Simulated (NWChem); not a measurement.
All runs are NWChem calculations. System: C$_{2}$H$_{3}$F$_{2}$, charge 0, spin multiplicity 2, at a geometry optimised with UPBE/def2-SVP. The structure started from a generated list of species. Its SCF solution wasn't tested for a lower state. Level: G0W0@UPBE0/def2-TZVP, RI basis def2-tzvp-rifit.

Input file:

```
start mol
memory heap 200 mb stack 700 mb global 1700 mb
geometry units angstroms nocenter noautoz
  C     -1.388657    -0.079632     0.000000
  C      0.085529    -0.294823     0.000000
  F      0.729639     0.128367     1.101007
  F      0.729639     0.128367    -1.101007
  H     -1.633365     1.009480     0.000000
  H     -1.840686    -0.536678     0.900310
  H     -1.840686    -0.536678    -0.900310
  symmetry group Cs
end
basis spherical
  * library def2-tzvp
end
basis "ri basis" bse spherical
  * library def2-tzvp-rifit
end
dft
  xc pbe0
  odft
  mult 2
  iterations 100
  direct
  tolerances tight
end
task dft energy
gw
  states alpha occ 4 vir 2
  states beta occ 4 vir 2
end
task dft gw
```

NWChem printed:

```
             Northwest Computational Chemistry Package (NWChem) 7.3.0
             --------------------------------------------------------

                                NWChem Input Module
                                -------------------

 Scaling coordinates for geometry "geometry" by  1.889725989
 (inverse scale =  0.529177249)

 Turning off AUTOSYM since
 SYMMETRY directive was detected!

                             Geometry "geometry" -> ""
                             -------------------------

 Output coordinates in angstroms (scale by  1.889725989 to convert to a.u.)

  No.       Tag          Charge          X              Y              Z
 ---- ---------------- ---------- -------------- -------------- --------------
    1 C                    6.0000    -1.38865700    -0.07963200     0.00000000
    2 C                    6.0000     0.08552900    -0.29482300     0.00000000
    3 F                    9.0000     0.72963900     0.12836700     1.10100700
    4 F                    9.0000     0.72963900     0.12836700    -1.10100700
    5 H                    1.0000    -1.63336500     1.00948000     0.00000000
    6 H                    1.0000    -1.84068600    -0.53667800     0.90031000
    7 H                    1.0000    -1.84068600    -0.53667800    -0.90031000

 Effective nuclear repulsion energy (a.u.)     122.4353710203

            Nuclear Dipole moment (a.u.)
            ----------------------------
        X                 Y               Z
 ---------------- ---------------- ----------------
    -0.0000056692     0.0000000000     0.0000000000

      Symmetry information
      --------------------

 Group name             Cs
 Group number              2
 Group order               2
 No. of unique centers     5

      Symmetry unique atoms

     1    2    3    5    6


 Summary of "ao basis" -> "" (spherical)
 ------------------------------------------------------------------------------
       Tag                 Description            Shells   Functions and Types
 ---------------- ------------------------------  ------  ---------------------
 *                         def2-tzvp                  on all atoms

 new library libraries.bse/

 Summary of "ri basis" -> "" (spherical)
 ------------------------------------------------------------------------------
       Tag                 Description            Shells   Functions and Types
 ---------------- ------------------------------  ------  ---------------------
 *                      def2-tzvp-rifit               on all atoms

                                 NWChem DFT Module
                                 -----------------

 Summary of "ao basis" -> "ao basis" (spherical)
 ------------------------------------------------------------------------------
       Tag                 Description            Shells   Functions and Types
 ---------------- ------------------------------  ------  ---------------------
 C                         def2-tzvp                11       31   5s3p2d1f
 F                         def2-tzvp                11       31   5s3p2d1f
 H                         def2-tzvp                 4        6   3s1p

 Summary of "ao basis" -> "ao basis" (spherical)
 ------------------------------------------------------------------------------
       Tag                 Description            Shells   Functions and Types
 ---------------- ------------------------------  ------  ---------------------
 C                         def2-tzvp                11       31   5s3p2d1f
 F                         def2-tzvp                11       31   5s3p2d1f
 H                         def2-tzvp                 4        6   3s1p

      Symmetry analysis of basis
      --------------------------

        a'         84
        a"         58

            General Information
            -------------------
          SCF calculation type: DFT
          Wavefunction type:  spin polarized.
          No. of atoms     :     7
          No. of electrons :    33
           Alpha electrons :    17
            Beta electrons :    16
          Charge           :     0
          Spin multiplicity:     2
          Use of symmetry is: on ; symmetry adaption is: on
          Maximum number of iterations: 100
          This is a Direct SCF calculation.
          AO basis - number of functions:   142
                     number of shells:    56
          Convergence on energy requested:  1.00D-06
          Convergence on density requested:  1.00D-05
          Convergence on gradient requested:  5.00D-04

              XC Information
              --------------
                         PBE0 Method XC Functional
                     Hartree-Fock (Exact) Exchange  0.250
          PerdewBurkeErnzerhof Exchange Functional  0.750
            Perdew 1991 LDA Correlation Functional  1.000 local
           PerdewBurkeErnz. Correlation Functional  1.000 non-local

             Grid Information
             ----------------
          Grid used for XC integration:  medium
          Radial quadrature: Mura-Knowles
          Angular quadrature: Lebedev.
          Tag              B.-S. Rad. Rad. Pts. Rad. Cut. Ang. Pts.
          ---              ---------- --------- --------- ---------
          C                   0.70       49           8.0       434
          F                   0.50       49          10.0       434
          H                   0.35       45           8.0       434
          Grid pruning is: on
          Number of quadrature shells:   237
          Spatial weights used:  Erf1

          Convergence Information
          -----------------------
[...]
    37     -0.158288  2 C  px                74      0.136753  3 F  px
   105      0.136753  4 F  px                 7      0.119229  1 C  py

 Vector   17  Occ=0.000000D+00  E=-4.847194D-02  Symmetry=a'
              MO Center= -1.2D-02, -4.6D-01, -6.8D-16, r^2= 2.1D+00
   Bfn.  Coefficient  Atom+Function         Bfn.  Coefficient  Atom+Function
  ----- ------------  ---------------      ----- ------------  ---------------
     5      0.813720  1 C  s                 36     -0.816578  2 C  s
   127     -0.554266  5 H  s                 38      0.353455  2 C  py
    41      0.316548  2 C  py                44      0.259959  2 C  py
    35     -0.177136  2 C  s                 75     -0.167883  3 F  py
   106     -0.167883  4 F  py                69     -0.162175  3 F  py

 Vector   18  Occ=0.000000D+00  E= 5.593569D-02  Symmetry=a'
              MO Center= -1.8D+00, -1.7D-01,  1.5D-15, r^2= 5.3D+00
   Bfn.  Coefficient  Atom+Function         Bfn.  Coefficient  Atom+Function
  ----- ------------  ---------------      ----- ------------  ---------------
     5      5.269042  1 C  s                133     -1.937166  6 H  s
   139     -1.937166  7 H  s                 36     -1.782062  2 C  s
   127     -1.535384  5 H  s                 43      0.461075  2 C  px
     3      0.266726  1 C  s                 44     -0.266264  2 C  py
    67      0.246516  3 F  s                 98      0.246516  4 F  s

 Vector   19  Occ=0.000000D+00  E= 1.035093D-01  Symmetry=a"
              MO Center= -1.8D+00, -6.3D-01,  1.8D-16, r^2= 4.2D+00
   Bfn.  Coefficient  Atom+Function         Bfn.  Coefficient  Atom+Function
  ----- ------------  ---------------      ----- ------------  ---------------
   133      2.139468  6 H  s                139     -2.139468  7 H  s
    14     -1.491387  1 C  pz                 8     -0.235715  1 C  pz
    42     -0.163190  2 C  pz                39     -0.127787  2 C  pz
    74     -0.107685  3 F  px               105      0.107685  4 F  px
    11     -0.098016  1 C  pz               132     -0.096922  6 H  s

   alpha - beta orbital overlaps
   -----------------------------

   alpha      1      2      3      4      5      6      7      8      9     10
    beta      1      2      3      4      5      6      7      8      9     11
 overlap   1.000  1.000  1.000  1.000  1.000  1.000  0.997  0.991  0.999  0.974

   alpha     11     12     13     14     15     16     17     18     19     20
    beta     10     12     13     14     15     16     17     18     19     20
 overlap   0.988  0.881  0.882  0.996  0.999  0.996  0.969  0.992  0.996  0.988

   alpha     21     22     23     24     25     26     27     28     29     30
    beta     21     22     23     24     25     26     27     28     29     31
 overlap   0.992  0.993  0.990  0.871  0.998  0.879  0.987  0.985  0.997  0.871

   alpha     31     32     33     34     35     36     37     38     39     40
    beta     30     32     33     34     35     36     37     38     39     40
 overlap   0.875  0.996  0.998  0.999  0.995  0.996  0.999  0.998  0.998  0.997

   alpha     41     42     43     44     45     46     47     48     49     50
    beta     41     42     43     44     45     46     47     48     49     50
 overlap   0.997  0.980  0.983  0.993  0.993  0.999  0.995  0.996  0.994  0.998

   alpha     51     52     53     54     55     56     57     58     59     60
    beta     51     52     53     54     55     56     57     58     59     60
 overlap   1.000  1.000  0.984  0.985  1.000  0.977  0.989  1.000  1.000  0.999

   alpha     61     62     63     64     65     66     67     68     69     70
    beta     61     62     63     64     65     66     67     68     69     70
 overlap   0.999  1.000  0.998  1.000  0.998  1.000  1.000  0.997  0.999  1.000

   alpha     71     72     73     74     75     76     77     78     79     80
    beta     71     72     73     74     75     76     77     78     79     80
 overlap   0.863  0.861  0.993  0.993  0.994  0.996  1.000  0.999  0.999  0.996

   alpha     81     82     83     84     85     86     87     88     89     90
    beta     81     82     83     84     85     86     87     88     89     90
 overlap   1.000  0.988  0.991  0.998  0.983  0.992  0.932  0.944  0.945  0.947

   alpha     91     92     93     94     95     96     97     98     99    100
    beta     91     92     93     94     95     96     97     98     99    100
 overlap   0.958  0.990  0.950  0.969  0.998  0.970  0.969  0.996  0.999  0.993

   alpha    101    102    103    104    105    106    107    108    109    110
    beta    101    102    103    104    105    106    107    108    109    110
 overlap   0.987  0.985  0.992  0.999  0.999  0.997  0.997  0.997  0.999  0.999

   alpha    111    112    113    114    115    116    117    118    119    120
    beta    111    112    113    114    115    116    117    118    119    120
 overlap   1.000  1.000  1.000  1.000  0.992  0.990  0.999  0.999  0.983  0.999

   alpha    121    122    123    124    125    126    127    128    129    130
    beta    121    122    123    124    125    126    127    128    129    130
 overlap   1.000  0.999  0.999  1.000  1.000  1.000  1.000  1.000  1.000  1.000

   alpha    131    132    133    134    135    136    137    138    139    140
    beta    131    132    133    134    135    136    137    138    139    140
 overlap   1.000  1.000  0.998  1.000  0.998  0.999  0.999  1.000  0.999  0.999

   alpha    141    142
    beta    141    142
 overlap   1.000  1.000

     --------------------------
     Expectation value of S2:
     --------------------------
      <S2> =      0.7528 (Exact =     0.7500)

 center of mass
 --------------
 x =   0.19560082 y =   0.00929163 z =   0.00000000

 moments of inertia (a.u.)
 ------------------
         182.286438468626         -17.425207611395           0.000000000000
         -17.425207611395         357.007290745758           0.000000000000
           0.000000000000           0.000000000000         198.656003394874

     Multipole analysis of the density
     ---------------------------------

     L   x y z        total         alpha         beta         nuclear
     -   - - -        -----         -----         ----         -------
     0   0 0 0      0.000000    -17.000000    -16.000000     33.000000

     1   1 0 0     -0.793768     -0.501736     -0.292026     -0.000006
     1   0 1 0     -0.042267      0.435206     -0.477473      0.000000
     1   0 0 1      0.000000      0.000000     -0.000000      0.000000

     2   2 0 0    -15.917540    -63.471976    -61.866357    109.420793
     2   1 1 0      0.043839     -4.105357     -4.867613      9.016809
     2   1 0 1     -0.000000      0.000000     -0.000000      0.000000
     2   0 2 0    -16.604028    -14.101765    -11.255917      8.753654
     2   0 1 1      0.000000      0.000000      0.000000      0.000000
     2   0 0 2    -17.694956    -51.311005    -50.093311     83.709360

 Task  times  cpu:       12.4s     wall:       12.4s

                                NWChem Input Module
                                -------------------

                                 NWChem GW Module
                                 ----------------

                             ***********************
                             ***        GW       ***
                             ***********************

 Summary of "ri basis" -> "ri basis" (spherical)
 ------------------------------------------------------------------------------
       Tag                 Description            Shells   Functions and Types
 ---------------- ------------------------------  ------  ---------------------
 C                      def2-tzvp-rifit             22       76   8s6p4d3f1g
 F                      def2-tzvp-rifit             22       76   8s6p4d3f1g
 H                      def2-tzvp-rifit              7       15   4s2p1d

                 Memory Information
                 ------------------
          Available GA per process is          1699.7 MBs
          Available stack per process is        700.0 MBs
          Available heap per process is           0.0 MBs

          Peak memory in Initialization
              Peak GA per process is                 15.2 MBs
              Peak stack per process is               0.2 MBs
              Peak heap per process is               15.4 MBs
              Memory not in MA per process            0.0 MBs

          Peak memory in AFF Calculation
              Peak GA per process is                155.7 MBs
              Peak stack per process is             130.8 MBs
              Peak heap per process is                0.1 MBs
              Memory not in MA per process          130.8 MBs

          Computing 2-center integrals
          Computing Inverse Cholesky factor
          Computing 3-center integrals
          Computing V_xc ...

          Computing Sigma_x
          Computing RPA polarizability
          Solving quasiparticle equations

                  Alpha Orbitals
          State     Energy (eV)     Error (eV)
          -----------------------------------
@GW        14        -14.838           0.002
@GW        15        -14.288           0.002
@GW        16        -14.062           0.002
@GW        17         -8.935           0.002
@GW        18          3.226           0.004
@GW        19          4.958           0.005

                   Beta Orbitals
          State     Energy (eV)     Error (eV)
          -----------------------------------
@GW        13        -14.758           0.002
@GW        14        -14.582           0.002
@GW        15        -14.229           0.002
@GW        16        -13.860           0.002
@GW        17          0.842           0.005
@GW        18          3.345           0.004

   Applying  -2.4272 eV scissor-shift to rest of particle states

   Applying   1.8179 eV scissor-shift to rest of hole states

   Applying  -2.6819 eV scissor-shift to rest of particle states

   Applying   2.1614 eV scissor-shift to rest of hole states

     GW Timing Statistics
   ------------------------
   Init.   :          0.1s
     ERIs  :          1.0s
     Distr.:          0.0s
     Vxc   :          1.3s
   Sigma_x :          0.0s
   RPA     :         11.0s
   Wmn     :          0.1s
   Sigma_c :          0.1s
   GW total:         13.6s

 Task  times  cpu:       13.6s     wall:       13.6s

 Total times  cpu:       26.1s     wall:       26.1s
```
